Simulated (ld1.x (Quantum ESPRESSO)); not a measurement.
# What one change does to a pseudopotential (antimony, PAW)

ld1.x (Quantum ESPRESSO) 7.5 input, shortened:

```
&input
   title='Sb', zed=51., rel=1, dft='PBE', iswitch=3,
   config='[Kr] 4d10 5s1.75 5p3.25'
 /
 &inputp
   pseudotype=3, lpaw=.true., tm=.true., lloc=-1, rcloc=1.70,
   nlcc=.true., rcore=1.60,
   which_augfun='BESSEL', rmatch_augfun=1.35
 /
6
5S  1  0   1.75   0.00  1.55  1.75  0.0
5S  1  0   0.00   0.35  1.55  1.75  0.0
5P  2  1   3.25   0.00  1.80  2.05  0.0
5P  2  1   0.00   1.30  1.80  2.05  0.0
4D  3  2  10.00   0.00  1.45  1.60  0.0
4D  3  2   0.00  -1.55  1.45  1.60  0.0
 &test
   configts(1)='4d10 5s1.75 5p3.25'
 /
```

Change: waves 5s (bound): rcut 1.55, rcutus 2.62 bohr; 5s channel at 0.35 Ry: rcut 1.55, rcutus 2.62 bohr.

Cutoffs: the cutoffs (Ry, on a coarse ladder) from which the occupation-weighted sum of valence levels, in a spherical-Bessel basis at the reference potential, stays within 10 and 1 mRy of its value at 400 Ry; they do not see the model core or the augmentation charge, which bear on the density cutoff. Errors are all-electron minus pseudo energies relative to the spin-unpolarised reference configuration.

Q: What does the change do?

A: The potential gets neither clearly harder nor softer (55 Ry and 100 Ry → 55 Ry and 100 Ry); both files keep a bound ghost (s); of the 7 tests that both files solve, the error grows in 3 and shrinks in 1 by more than 15 % and 0.3 meV (median size 2.3 → 5.6 meV).

```csv
quantity,base,changed
"cutoff, loose",55 Ry,55 Ry
"cutoff, tight",100 Ry,100 Ry
loose cutoff by channel (10 mRy a level),"s 15 Ry, p 6 Ry, d 40 Ry","s 6 Ry, p 6 Ry, d 40 Ry"
bound ghosts,s,s
"error for 4d10 5s2 5p3, meV [ΔE -2.01 eV]",+0.2,-0.2
"error for 4d10 5s2 5p2, meV [ΔE 6.31 eV]",-1.8,-2.0
"error for 4d10 5s2 5p1, meV [ΔE 22.28 eV]",-6.0,-5.9
"error for 4d10 5s0 5p5, meV [ΔE 14.42 eV]",-2.3,+20
"error for 4d10 5s1 5p3, meV [ΔE 15.04 eV]",-2.8,-5.6
"error for 4d10 5s2 5p3.3, meV [ΔE -3.17 eV]",+0.5,0.0
"error for 4d9 5s2 5p4, meV [ΔE 29.11 eV]",-119,-288
lowest overlap eigenvalue by channel,"s 0.53, p 0.51, d 0.93","s 0.20, p 0.51, d 0.93"
```

 A true bound ghost makes a file unfit for plane-wave use even where its test errors are small: the radial tests pick states by their node count and pass the ghost by.
